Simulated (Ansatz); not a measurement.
Molecule (SMILES): N#P (N-P).
Geometry (B3LYP-D3(BJ)/def2-TZVP, fixed):
```xyz
2

N      0.0000     0.0000    -1.0110
P      0.0000     0.0000     0.4718
```

Basis-set convergence of the dipole moment at PBE0 with Ansatz (a first-principles code). Dipoles come from the density behind the forces; the sign is taken along the dipole that this method gives in the largest set. Cartesian d functions, on some or all atoms, in 6-31+G*, 6-311+G**; all else is spherical. The program fits the integrals of some runs and decomposes those of others, by size. No added dispersion term, no relativity. Reference: the value in aug-pcseg-3, 2.885 D, itself unsure by roughly 0.007 D (its mean distance from aug-cc-pV(Q+d)Z, def2-QZVPPD). Deviations are taken from unrounded values.

```
basis              functions  dipole moment (D)  minus reference (D)
-----------------  ---------  -----------------  -------------------
3-21G                     22              2.037               -0.848
6-31G                     22              2.336               -0.549
pcseg-0                   22              2.388               -0.497
pcseg-1                   32              2.678               -0.207
6-31+G*                   42              2.770               -0.115
aug-pcseg-1               50              2.796               -0.089
6-311+G**                 53              2.826               -0.059
aug-cc-pV(D+d)Z           55              2.828               -0.057
pcseg-2                   64              2.853               -0.032
def2-TZVPP                73              2.842               -0.043
def2-TZVPPD               85              2.866               -0.019
6-311++G(3df,3pd)         86              2.874               -0.011
aug-pcseg-2               96              2.869               -0.016
aug-cc-pV(T+d)Z          101              2.870               -0.015
pcseg-3                  124              2.898                0.013
def2-QZVPP               127              2.876               -0.009
def2-QZVPPD              139              2.877               -0.008
pcseg-4                  206              2.887                0.002
```
